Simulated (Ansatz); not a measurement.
Cost and result up the ladder for the cluster Rb3Cl4 (7 atoms). Charge 0, multiplicity 2. Geometry: PBE0-D4/def2-SVP.

Cartesian coordinates in Å:
```
Rb -1.0232 1.6510 0.6276
Rb -1.0896 -2.8501 0.0862
Rb 1.7680 0.4759 -1.9027
Cl -0.9392 -0.9456 2.5803
Cl 1.2923 -1.0147 1.1498
Cl -1.2272 -0.4860 -1.8054
Cl 1.2190 3.1695 -0.7360
```

Ansatz on 4 threads of Intel Xeon Platinum 8488C on a shared host. Times are rough, and most runs start from the orbitals of an earlier one. PBE0-D4/def2-TZVP serves as the yardstick here, not as an exact answer. Differences are given only for rows in sets of like size (and for xTB, whose basis is part of the method), since another set adds its own error. Binding counts from free atoms at the same level (Rb doublet, Cl doublet; other spins of the atoms weren't run), without zero-point energy or a counterpoise term.

In the def2 sets Rb takes a core potential; there is no spin–orbit coupling. HSE06 is defined as in plane-wave codes, on full-range PBE exchange. Correlated methods freeze 20 core orbitals; core or outer-core shells of Rb are correlated, in sets that lack core-valence functions. The rows differ in basis, and correlated rows in double-zeta sets carry the largest basis error. HOMO above LUMO, or a gap near zero within one spin, warns that the state may not be the lowest or that an electron is smeared out. In the doublet, Cl4 and Cl5 lie 2.65 Å apart (atoms count from 1), so these atoms are partly bonded to each other. The structure comes from a short search, and lower isomers may exist.

Correlated methods converge slowly with the basis, most of all in double-zeta sets.

```tsv
level	functions	binding energy per atom (eV)	difference from PBE0-D4/def2-TZVP (eV)	remarks
MP2/def2-TZVP	247	2.40	-0.03	–
PBE0-D4/def2-SVP	144	2.51	–	–
PBE-D4/def2-TZVP (with forces)	247	2.45	0.03	gap within one spin near zero
PBE0-D4/def2-TZVP	247	2.42	0.00	–
CCSD(T)/def2-SVP	144	2.22	–	–
HSE06-D4/def2-TZVP	247	2.42	0.00	–
LDA (SPW92)/def2-TZVP	247	2.69	0.27	gap within one spin near zero
PBE-D4/def2-SVP	144	2.55	–	gap within one spin near zero
r2SCAN-D4/def2-TZVP	247	2.50	0.07	–
```

Q: Estimate how long each takes.

A: PBE0-D4/def2-SVP 4.6 s; PBE-D4/def2-SVP 5.5 s; LDA (SPW92)/def2-TZVP 8.5 s; HSE06-D4/def2-TZVP 9.5 s; MP2/def2-TZVP 9.5 s; PBE0-D4/def2-TZVP 14 s; r2SCAN-D4/def2-TZVP 14 s; PBE-D4/def2-TZVP (with forces) 16 s; CCSD(T)/def2-SVP 99 s. On shared hardware such times vary by a factor of up to 3.
